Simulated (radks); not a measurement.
F IV, configuration [He] 2s2 2p2 (the NIST ground configuration).

All-electron calculation, scalar-relativistic Kohn-Sham, PBEsol, spin-polarised, spherical densities, finite nucleus; open shells are filled with parallel spins first; Fermi nuclear charge, rms radius 2.8976 fm. Program: a radial shooting solver on a logarithmic mesh with Libxc functionals.

Energy parts (Ry):
total: -190.43769
kinetic: 190.42993
electron-nucleus: -426.95291
Hartree: 62.49578
exchange-correlation: -16.41049

Orbitals (lengths in bohr, moments of r in powers of bohr; <r^-3> diverges for s and p1/2):
orbital  occ.  eigenvalue (Ry)  <r^-3>
1s up       1        -54.35711       -
1s down     1        -54.18299       -
2s up       1         -6.84275       -
2s down     1         -6.42685       -
2p up       2         -5.50875   12.20
2p down     0         -5.06120   11.62

The highest occupied level is 2p up at -74.950 eV. The electron density at the nucleus is 471.1 e/bohr^3 (large components only). Summed over all electrons, <r^2> = 3.576 bohr^2, which gives a Langevin (diamagnetic) susceptibility term of -2.83 x 10^-6 cm^3/mol. Spin moment in Bohr magnetons: 2. The spin density at the nucleus is -0.157 e/bohr^3 (1s -1.017, 2s 0.860). The density falls to 0.001 e/bohr^3 at r = 2.25 bohr. For comparison, the ionisation energy in NIST's Atomic Spectra Database is 87.18 eV (semi-empirical). In exact Kohn-Sham theory the highest level is minus the ionisation energy, but local and semilocal functionals leave it too shallow, through self-interaction and a potential that decays too fast; potentials with the right tail come closer.
